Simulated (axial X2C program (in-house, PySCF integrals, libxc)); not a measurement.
Levels of ZrO⁻ by electron attachment to ZrO (EOM-EA-CCSD)

Computed with an in-house all-electron X2C program for linear molecules (integrals from PySCF): two-component X2C with atomic mean-field Coulomb and Gaunt terms, Gaussian nuclei, basis Zr dyall-acv3z, O dyall-av3z with contracted cores.

R = 1.715 Å (near the PBE0 minimum at charge 0 of the determinant lowest at the starting distance; the state shown can have its own minimum elsewhere, which is not the closed-shell reference).

Hartree–Fock spinors of ZrO (one of each Kramers pair; a window near the gap, which can cut inner shells):

| ω | occupied | ε (eV) | character |
| --- | --- | --- | --- |
| 1/2 | yes | -31.69 | 61% O s, 15% Zr p, 12% Zr d |
| 1/2 | yes | -13.77 | 69% O p, 22% Zr d, 3% Zr p |
| 1/2 | yes | -13.47 | 72% O p, 19% Zr d, 4% Zr f |
| 3/2 | yes | -13.44 | 72% O p, 19% Zr d, 4% Zr f |
| 1/2 | yes | -6.74 | 66% Zr s, 11% O p, 9% Zr p |
| 1/2 | no | 0.09 | 85% Zr p, 10% Zr d, 5% O p |
| 3/2 | no | 0.11 | 86% Zr p, 9% Zr d, 4% O p |
| 1/2 | no | 0.24 | 71% Zr p, 25% Zr s, 3% Zr d |
| 1/2 | no | 0.47 | 71% Zr s, 27% Zr p |
| 1/2 | no | 0.50 | 88% Zr p, 9% Zr d, 4% O p |
| 3/2 | no | 0.52 | 86% Zr p, 9% Zr d, 4% O p |

Levels of ZrO⁻ obtained by attaching an electron to ZrO:

```csv
Ω,binding energy (eV),above lowest (cm⁻¹),attached spinor,one-particle weight
3/2,0.843,0,97% Zr dδ,0.88
5/2,0.503,2742,98% Zr dδ,0.89
1/2,0.330,4139,"72% Zr pπ, 20% Zr dπ, 7% O pπ",0.92
3/2,0.278,4559,"73% Zr pπ, 20% Zr dπ, 7% O pπ",0.92
1/2,-0.128,7830,"61% Zr pσ, 27% Zr sσ, 10% Zr dσ",0.98
1/2,-0.374,9815,96% Zr pπ,0.99
3/2,-0.384,9895,96% Zr pπ,0.99
1/2,-0.406,10077,"62% Zr sσ, 36% Zr pσ",0.99
1/2,-0.594,11594,"63% Zr pσ, 24% Zr dσ, 8% Zr sσ",0.97
```

Problem. What is the splitting of the first π pair in the table, and is it regular or inverted?

Solution. E(3/2) − E(1/2) = 4559 − 4139 = 420 cm⁻¹ at EOM-EA-CCSD: regular, Ω = 1/2 lower. Splittings at this level can be off by ten to twenty per cent.

Negative binding energies belong to unbound states, resonances or levels that the basis set holds; within some tenths of an eV of zero the sign is not settled.

This point took 29 s on 1 thread of Arm Neoverse V2 (shared host).

Reference electrons by ω block (each with its −ω partner): 1/2: 17, 3/2: 6, 5/2: 1. 18 electrons of ZrO correlated (inner shells frozen), 84 natural virtual spinors (a truncated set); levels can be off by some tenths of an eV. Roots sought by Ω: (1/2: 5, 3/2: 4, 5/2: 2, 7/2: 1); rows need 60 % one-particle weight and stop where some Ω has no more roots. Missing are any skipped roots, higher Ω and states of a further excitation; these come out far too high here and may in truth be low or lowest. T1 of the reference 0.028 (Lee–Taylor). Number of frozen shells: Zr 3 s, 2 p, 1 d; O 1 s. The closed-shell reference lies 0.24 eV above the lowest PBE0 determinant. Large amplitudes in the reference (orbital relaxation or multireference character) lower the reliability.
